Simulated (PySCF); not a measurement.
## Mayer bond orders and bond lengths

C7H6FNSi.
SMILES with atom numbers: `[CH:1]#[C:2][C@H:3]([F:4])[CH2:5][C:6]#[C:7][SiH2:8][C:9]#[N:10]` (hydrogens: H11 on C1; H12 on C3; H13, H14 on C5; H15, H16 on Si8)

Cartesian coordinates in Å at the GFN2-xTB level; atoms count from 1:
```xyz
16
C7H6FNSi angstrom
C      3.053   -1.145   -0.530
C      2.452   -0.133   -0.744
C      1.762    1.124   -0.970
F      2.683    2.143   -1.152
C      0.861    1.492    0.222
C     -0.195    0.518    0.386
C     -1.071   -0.302    0.497
Si    -2.418   -1.543    0.696
C     -3.997   -0.568    0.460
N     -4.966    0.025    0.318
H      3.564   -2.045   -0.358
H      1.177    1.071   -1.900
H      0.427    2.480    0.042
H      1.468    1.536    1.131
H     -2.364   -2.554   -0.361
H     -2.444   -2.090    2.054
```

Bond orders from the PBE0/pcSseg-1 density (PySCF). One conformer (not necessarily the lowest) at the GFN2-xTB geometry, without solvent, vibrations or thermal averaging.

Question: How far do the computed orders between heavy atoms stray from the drawn ones?

Answer: The largest departure is 0.477, at C6–C7 (drawn triple, 2.523). Drawn single, order below 0.88: Si8–C9 (0.827). Drawn double or triple, more than 0.30 short of the drawn order: C1–C2 (2.552) and C6–C7 (2.523).

Question: Set the Mayer orders of the bonds between heavy atoms beside their lengths.

Answer: 
```json
{"bond": "C1–C2", "drawn as": "triple", "length (Å)": "1.196", "Mayer order": "2.552"}
{"bond": "C2–C3", "drawn as": "single", "length (Å)": "1.452", "Mayer order": "0.978"}
{"bond": "C3–F4", "drawn as": "single", "length (Å)": "1.386", "Mayer order": "0.893"}
{"bond": "C3–C5", "drawn as": "single", "length (Å)": "1.538", "Mayer order": "1.061"}
{"bond": "C5–C6", "drawn as": "single", "length (Å)": "1.446", "Mayer order": "1.045"}
{"bond": "C6–C7", "drawn as": "triple", "length (Å)": "1.205", "Mayer order": "2.523"}
{"bond": "C7–Si8", "drawn as": "single", "length (Å)": "1.842", "Mayer order": "1.022"}
{"bond": "Si8–C9", "drawn as": "single", "length (Å)": "1.871", "Mayer order": "0.827"}
{"bond": "C9–N10", "drawn as": "triple", "length (Å)": "1.145", "Mayer order": "2.935"}
```

By pair of heavy elements: C–C: lowest C2–C3 (0.978, 1.452 Å), highest C1–C2 (2.552, 1.196 Å); in 1 of the 10 pairs the longer bond (by over 0.003 Å) has the higher order (by 0.02 or more). C–Si: lowest Si8–C9 (0.827, 1.871 Å), highest C7–Si8 (1.022, 1.842 Å).

Question: And the bonds to hydrogen?

Answer: C–H: 0.90 to 1.14 (4 bonds); H–Si: 0.94 (2 bonds).

Question: Sum the orders of all bonds at each heavy atom with more than one neighbour and set the sums beside the valence in the SMILES.

Answer: C1 3.688 (drawn 4), C2 3.530 (drawn 4), C3 3.853 (drawn 4), C5 3.917 (drawn 4), C6 3.568 (drawn 4), C7 3.545 (drawn 4), Si8 3.723 (drawn 4), C9 3.762 (drawn 4). Orders between atoms that aren't bonded are not in these sums.

The Mayer order sums products of elements of PS (density times overlap matrix) between the two atoms' basis functions, so it depends on the basis set.

These values come from a run that also computed NMR shieldings. On one thread of an Arm Neoverse N1, shared host with 64 logical CPUs at a one-minute load of 61, this took 87 s wall (grids of density and orbitals included) and 0.91 GiB of memory at its peak.
